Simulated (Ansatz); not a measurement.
Ansatz (a quantum-chemistry and plane-wave program) input:

Ansatz 0.2 input:
```yaml
crystal:
  periodic: [false, false, false]
  atoms:
    - {symbol: C, position_ang: [-2.49437676, -0.24390811, 0.17900129]}
    - {symbol: O, position_ang: [-1.16905712, -0.76383967, 0.15498647]}
    - {symbol: C, position_ang: [-0.22142770, 0.12463961, 0.55857328]}
    - {symbol: C, position_ang: [0.93862166, 0.22933050, -0.07012125]}
    - {symbol: F, position_ang: [1.28787435, -0.44275223, -1.15160561]}
    - {symbol: F, position_ang: [1.92733822, 1.00945967, 0.34749732]}
    - {symbol: H, position_ang: [-3.15491799, -1.06498085, -0.08923785]}
    - {symbol: H, position_ang: [-2.60817349, 0.57156422, -0.54088329]}
    - {symbol: H, position_ang: [-2.75300853, 0.11898042, 1.17951913]}
    - {symbol: H, position_ang: [-0.40525946, 0.72441451, 1.44296500]}
basis:
  gaussian:
    orbitals: aug-cc-pVTZ
hamiltonian:
  xc: hf
magnetization: {spin_polarized: true, initial_magnetization: 2}
```

Task: Predict the final energy.

Result: -389.62570 Eh (HF/aug-cc-pVTZ). The basis has 368 functions.

This state (charge 0, triplet) is run at the relaxed geometry of the species with charge 0 and multiplicity 1, and is a spin state other than that species' own.
